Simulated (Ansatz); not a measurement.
Input file for CH$_{5}$FGaNSi, SMILES `F[SiH2]/N=[CH]/[GaH2]`:

```yaml
crystal:
  periodic: [false, false, false]
  atoms:
    - {symbol: F, position_ang: [-1.635640, -2.071311, -0.877445]}
    - {symbol: Si, position_ang: [-1.537353, -0.483715, -0.712468]}
    - {symbol: N, position_ang: [-0.028958, -0.011077, -0.016271]}
    - {symbol: C, position_ang: [1.010289, -0.632712, 0.390849]}
    - {symbol: Ga, position_ang: [1.699195, 1.152813, 0.828467]}
    - {symbol: H, position_ang: [-2.616246, -0.043369, 0.195918]}
    - {symbol: H, position_ang: [-1.631787, 0.129420, -2.053439]}
    - {symbol: H, position_ang: [1.099916, -1.726260, 0.346595]}
    - {symbol: H, position_ang: [1.303994, 1.719997, 2.226537]}
    - {symbol: H, position_ang: [2.419688, 1.915016, -0.325844]}
basis:
  gaussian: {orbitals: def2-TZVPP}
correlation: {method: ccsd_t}
```

```sh
$ ansatz run in.yaml --threads 4 --pin off --events-out ev --progress --plain --max-ram 10444MiB
```

The program prints (abridged):

```
Functional definition: HF
1532 factors; integrals over basis functions are off by at most 1.2e-3 eV
mean field evaluation 1: about -65493.5496 eV, gradient 3.9e1 eV
mean field evaluation 2: about -65493.7792 eV, gradient 4.0e1 eV
mean field evaluation 4: about -65497.2929 eV, gradient 4.1e0 eV
mean field evaluation 8: about -65497.3613 eV, gradient 3.2e-1 eV
mean field -65497.36164776 eV, -2406.9836448488 hartree, gradient 3.4e-6 eV, S^2 0.000000; 0 other end points of the search recorded, 0 dependent functions left out
17 core orbitals not correlated: weight in the atoms' cores, before any rotation towards them, 1.000 or more for the frozen orbitals, at most 0.000 for the correlated occupied ones
reference -65497.36164776 eV, -2406.9836448488 hartree; 19, 19 occupied and 217, 217 virtual orbitals, 1532 factors
second order -26.03372141 eV of doubles, -0.00000000 eV of singles
cycle   1  -25.79277280 eV  change    2.4e-1 eV  update   1.3e-1
cycle   2  -26.62153840 eV  change   -8.3e-1 eV  update   4.1e-2
cycle   3  -26.79035210 eV  change   -1.7e-1 eV  update   2.2e-2
cycle   4  -26.76663036 eV  change    2.4e-2 eV  update   5.7e-3
cycle   5  -26.76573909 eV  change    8.9e-4 eV  update   3.0e-3
cycle   6  -26.76738489 eV  change   -1.6e-3 eV  update   8.7e-4
cycle   7  -26.76705648 eV  change    3.3e-4 eV  update   3.9e-4
cycle   8  -26.76694060 eV  change    1.2e-4 eV  update   1.3e-4
cycle   9  -26.76698973 eV  change   -4.9e-5 eV  update   5.5e-5
cycle  10  -26.76700530 eV  change   -1.6e-5 eV  update   2.2e-5
perturbative correction -1.07046330 eV, -0.0393388008 hartree
Total energy: -65525.19911636 eV, -2408.0066529509 hartree
```

Run time 2.7 min (4 threads of an AMD EPYC 7R43 on a shared host); peak host memory 5.6 GiB.

The correlation energy is -27.837 eV, 3.8 % of it from (T); the T1 diagnostic reads 0.0150.
